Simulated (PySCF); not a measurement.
PySCF input (M06-2X/6-31G* with LANL2DZ past Ar (5d)):

```python
from pyscf import gto, dft

mol = gto.M(
    atom='''
    C     2.88887800   -0.12196200    0.02848600
    C     1.50410600   -0.00348300   -0.57444300
    O     0.54113900   -0.07019000    0.47019000
    Ge   -1.19387400    0.04425500    0.04858500
    H     2.99266600   -1.06981600    0.55834200
    H     3.06511900    0.68818700    0.73739100
    H     3.65117100   -0.07385400   -0.75232500
    H     1.41124400    0.94568600   -1.11980200
    H     1.33877500   -0.81268500   -1.29888900
    H    -1.92854800   -0.06196200    1.38877800
    H    -1.45504800    1.39549600   -0.64925800
    H    -1.55843300   -1.11302800   -0.90474700
    ''',
    basis={'default': '6-31g*', 'Ge': 'lanl2dz'},
    ecp={'Ge': 'lanl2dz'},
    charge=1,
    spin=1,
    verbose=4,
)

mf = dft.UKS(mol, xc='m062x')
mf.grids.level = 4
mf.conv_tol = 1e-9
mf.max_cycle = 100
mf.max_memory = 1500
mf.kernel()
if not mf.converged:
    mf = mf.newton()
    mf.kernel(mf.make_rdm1())
mo, _, stable, _ = mf.stability(return_status=True)
if not stable:
    mf.kernel(mf.make_rdm1(mo, mf.mo_occ))
    stable = mf.stability(return_status=True)[2]
mf.dip_moment()
```

From the output:

```
  alpha nocc = 16  HOMO = -0.256198639605959  LUMO = 0.063956546817284
  beta  nocc = 15  HOMO = -0.263298917200941  LUMO = -0.25619863960596

WARN: HOMO -0.256198639605959 >= LUMO -0.25619863960596

cycle= 1 E= -159.215425561461  delta_E= -11.5  |g|= 0.601  |ddm|= 2.37
  alpha nocc = 16  HOMO = -0.453564491086293  LUMO = -0.24571529208205
  beta  nocc = 15  HOMO = -0.471193351815852  LUMO = -0.423849431831442
  HOMO = -0.453564491086  LUMO = -0.423849431831  gap/eV = 0.80859
cycle= 2 E= -158.978876476406  delta_E= 0.237  |g|= 1.08  |ddm|= 1.61
  alpha nocc = 16  HOMO = -0.569117150455899  LUMO = -0.225727299497883
  beta  nocc = 15  HOMO = -0.575659609805851  LUMO = -0.518490784636715
  HOMO = -0.569117150456  LUMO = -0.518490784637  gap/eV = 1.37761
cycle= 3 E= -159.505599389118  delta_E= -0.527  |g|= 0.129  |ddm|= 0.967
  alpha nocc = 16  HOMO = -0.603649392586224  LUMO = -0.163174187526334
  beta  nocc = 15  HOMO = -0.582151182107204  LUMO = -0.432011109918065
  HOMO = -0.582151182107  LUMO = -0.432011109918  gap/eV = 4.08552
cycle= 4 E= -159.518253513067  delta_E= -0.0127  |g|= 0.111  |ddm|= 0.23
  alpha nocc = 16  HOMO = -0.601478822763143  LUMO = -0.162927830841657
  beta  nocc = 15  HOMO = -0.585027119034254  LUMO = -0.416991027662466
  HOMO = -0.585027119034  LUMO = -0.416991027662  gap/eV = 4.57249
cycle= 5 E= -159.524307012243  delta_E= -0.00605  |g|= 0.0518  |ddm|= 0.0884
  alpha nocc = 16  HOMO = -0.607872285163297  LUMO = -0.165250281629341
  beta  nocc = 15  HOMO = -0.591713180050756  LUMO = -0.413736775313392
  HOMO = -0.591713180051  LUMO = -0.413736775313  gap/eV = 4.84298
cycle= 6 E= -159.52657311616  delta_E= -0.00227  |g|= 0.0298  |ddm|= 0.0648
  alpha nocc = 16  HOMO = -0.603278230542885  LUMO = -0.165279377053309
  beta  nocc = 15  HOMO = -0.595329627423318  LUMO = -0.406799897444245
  HOMO = -0.595329627423  LUMO = -0.406799897444  gap/eV = 5.13016
cycle= 7 E= -159.528041357788  delta_E= -0.00147  |g|= 0.00573  |ddm|= 0.0862
  alpha nocc = 16  HOMO = -0.601836690519658  LUMO = -0.165398178604338
  beta  nocc = 15  HOMO = -0.59638980737605  LUMO = -0.40585200933192
  HOMO = -0.596389807376  LUMO = -0.405852009332  gap/eV = 5.18480
cycle= 8 E= -159.528134584539  delta_E= -9.32e-05  |g|= 0.00275  |ddm|= 0.0219
  alpha nocc = 16  HOMO = -0.602038658180078  LUMO = -0.165640515327866
  beta  nocc = 15  HOMO = -0.596720697280941  LUMO = -0.405833141878702
  HOMO = -0.596720697281  LUMO = -0.405833141879  gap/eV = 5.19431
cycle= 9 E= -159.52814536401  delta_E= -1.08e-05  |g|= 0.00133  |ddm|= 0.0058
  alpha nocc = 16  HOMO = -0.602128770276363  LUMO = -0.165772574107187
  beta  nocc = 15  HOMO = -0.596926228967408  LUMO = -0.405631822570051
  HOMO = -0.596926228967  LUMO = -0.40563182257  gap/eV = 5.20539
cycle= 10 E= -159.528147658435  delta_E= -2.29e-06  |g|= 0.000379  |ddm|= 0.00335
  alpha nocc = 16  HOMO = -0.602181552683684  LUMO = -0.165813328562397
  beta  nocc = 15  HOMO = -0.596958766056478  LUMO = -0.405585071433109
  HOMO = -0.596958766056  LUMO = -0.405585071433  gap/eV = 5.20754
cycle= 11 E= -159.528147964789  delta_E= -3.06e-07  |g|= 0.000124  |ddm|= 0.00106
  alpha nocc = 16  HOMO = -0.602237906333136  LUMO = -0.165844875891054
  beta  nocc = 15  HOMO = -0.596964172259869  LUMO = -0.405586288935911
  HOMO = -0.59696417226  LUMO = -0.405586288936  gap/eV = 5.20766
cycle= 12 E= -159.528148014642  delta_E= -4.99e-08  |g|= 5.8e-05  |ddm|= 0.000491
  alpha nocc = 16  HOMO = -0.602246660626951  LUMO = -0.165853142939113
  beta  nocc = 15  HOMO = -0.596970562700644  LUMO = -0.405569056974326
  HOMO = -0.596970562701  LUMO = -0.405569056974  gap/eV = 5.20830
cycle= 13 E= -159.528148023257  delta_E= -8.61e-09  |g|= 1.26e-05  |ddm|= 0.000232
  alpha nocc = 16  HOMO = -0.602249932582912  LUMO = -0.165855213179292
  beta  nocc = 15  HOMO = -0.596969852791859  LUMO = -0.405569411036208
  HOMO = -0.596969852792  LUMO = -0.405569411036  gap/eV = 5.20827
cycle= 14 E= -159.528148023619  delta_E= -3.61e-10  |g|= 3.14e-06  |ddm|= 4.96e-05
  alpha nocc = 16  HOMO = -0.602249880189299  LUMO = -0.165855224985442
  beta  nocc = 15  HOMO = -0.596969971563807  LUMO = -0.405569121948105
  HOMO = -0.596969971564  LUMO = -0.405569121948  gap/eV = 5.20828
Extra cycle  E= -159.528148023631  delta_E= -1.29e-11  |g|= 2.48e-06  |ddm|= 6.33e-06
converged SCF energy = -159.528148023631  <S^2> = 0.7555503  2S+1 = 2.0055426
uhf_internal: lowest eigs of H = [0.06117251 0.15604269 0.17535626]
<class 'pyscf.dft.uks.UKS'> wavefunction is stable in the internal stability analysis

WARN: System has nonzero charge 1; the dipole moment is origin-dependent.
Location of origin: [0. 0. 0.]

Dipole moment(X, Y, Z, Debye):  1.77413,  0.11103, -1.80835
```

The dipole moment of an ion depends on the origin.

The geometry given is a B3LYP-D3(BJ)/def2-TZVP minimum of the species of charge 0 and multiplicity 1, not of this state.
